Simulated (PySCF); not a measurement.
A calculated (LDA, PySCF 2.14, 6-31G*, the non-relativistic Hamiltonian (point nucleus)) atom or ion has these occupied shells.

```tsv
shell	electrons	orbital energy (eV)	rms radius, mean of both spins (bohr)
1s α	1	-116.10	0.491
1s β	1	-115.63	0.491
2s α	1	-14.302	2.47
```

(1) Name the element and its charge.

Results:

(1) Be⁺ (beryllium, charge +1), in [He] 2s1, 2S determinant.
